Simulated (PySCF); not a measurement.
WF₃, SMILES [F][W]([F])[F] (connectivity only; charge and spin as stated), neutral, multiplicity 4.

The structure is a stationary point at B3LYP-D3(BJ)/def2-TZVP. The multiplicity is an assumed one; other spin states were not compared. The def2 effective core potentials stand for the cores of W; spin–orbit coupling is left out.

Two levels are set side by side: PBE/def2-TZVPD (PySCF) and PBE0/def2-TZVPD (PySCF). Same geometry, gas phase. Differences are taken from unrounded values.

```json
[
 {"quantity": "α-spin orbital gap (eV)", "PBE0": "5.07"},
 {"quantity": "β-spin orbital gap (eV)", "PBE0": "9.35"},
 {"quantity": "mean polarisability (bohr³)", "PBE0": "39.6"}
]
```

Question: What does PBE give, and how far is it from PBE0? (The exact figures need the calculation; the answer reports its results.)

Answer: 
| quantity | PBE | PBE minus PBE0 |
|---|---|---|
| α-spin orbital gap (eV) | 2.35 | -2.71 |
| β-spin orbital gap (eV) | 6.40 | -2.95 |
| mean polarisability (bohr³) | 43.1 | 3.5 |

Loosely held outer electrons make PBE densities more polarisable. Differences between two approximate levels are no errors against the true value.

Rough cost on one machine, each run with all the roots and properties that it gave: PBE0 against PBE within a factor of 2.
